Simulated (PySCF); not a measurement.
Vibration and rotation of BaH

UHF-CCSD(T) constants of BaH, ²Σ⁺ (doublet), unpaired electrons σ ↑ (basis Ba x2c-SVPall, H x2c-SVPall; spin-free X2C with a Gaussian nucleus; PySCF 2.14; masses 137.9052 and 1.0078 u):

```
ωe           : 1169.0 cm⁻¹
ωexe         : 18.2 cm⁻¹
Be           : 3.3794 cm⁻¹
αe           : 0.0790 cm⁻¹
De to Ba + H : 1.75 eV
```

Problem. What force constant and bond length do these constants imply?

Solution. Reduced mass μred = 1.0005 u; k = 5.8918×10⁻⁷·μred·ωe² (u, cm⁻¹, mdyn/Å) = 0.806 mdyn/Å; Re = √(16.8576/(μred·Be)) (u, cm⁻¹, Å) = 2.233 Å.

Problem. Estimate the centrifugal constant D from the Kratzer relation and find the Dunham coefficient a1.

Solution. D = 4Be³/ωe² = 0.000113 cm⁻¹; a1 = −1 − αeωe/(6Be²) = -2.35.

Correlated steps freeze 18 core orbitals. Correlated levels converge slowly with the basis: in double zeta they bind strong bonds too weakly, by up to about 1 eV, and carry superposition errors of some tenths. Spin–orbit coupling is left out. The state was picked by a PBE0 search and need not be the measured ground state.
